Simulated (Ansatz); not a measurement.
`BC=C=O` + CH₃SH → `BSC` + `C=C=O` at 400 K and 1 bar (ligand exchange at a B–C bond).

Computed with Ansatz on PBE0-D4/def2-TZVP structures; ΔE is electronic, products minus reactants. CBS: MP2 limit from def2 TZ/QZ plus the TZ coupled-cluster correction, frozen cores. This one scheme is used for every species.

```csv
species,CCSD(T)/CBS energy (Eh),H − E (kJ/mol),S (J/(mol·K))
`BC=C=O`,-177.84089,139.7,300.3
CH₃SH,-438.22835,138.7,269.4
`BSC`,-463.64092,179.8,310.4
`C=C=O`,-152.43640,100.6,257.4
```

H − E and S are ideal-gas, rigid-rotor, harmonic terms from PBE0-D4/def2-TZVP. 1 Eh = 2625.50 kJ/mol, R = 8.31446 J/(mol·K).

Q: By hand: ΔE, ΔH, ΔS and ΔG.

A: ΔE = (-463.64092) + (-152.43640) − (-177.84089) − (-438.22835) = -0.00808 Eh = -21.2 kJ/mol. Δ(H − E) = 179.8 + 100.6 − 139.7 − 138.7 = 2.0, so ΔH = -19.2 kJ/mol. ΔS = 310.4 + 257.4 − 300.3 − 269.4 = -1.9 J/(mol·K). ΔG = -19.2 − 400 × (-1.9)/1000 = -18.4 kJ/mol.

Q: By hand: the equilibrium constant, and the temperature at which ΔG would vanish if ΔH and ΔS stayed fixed.

A: log₁₀ K = −ΔG/(RT ln 10) = 2.4. ΔG = 0 at ΔH/ΔS = 10105 K, far beyond where these terms or the molecules hold.

The number of gas molecules stays the same, so ΔS is small and ΔH decides. A doubt of 5 kJ/mol in ΔE shifts log₁₀ K by 0.7 here. These are equilibria of isolated gas molecules and say nothing of rates. Largest T1 diagnostic: 0.017 (customary marks: 0.02 for closed shells, 0.045 for open ones).
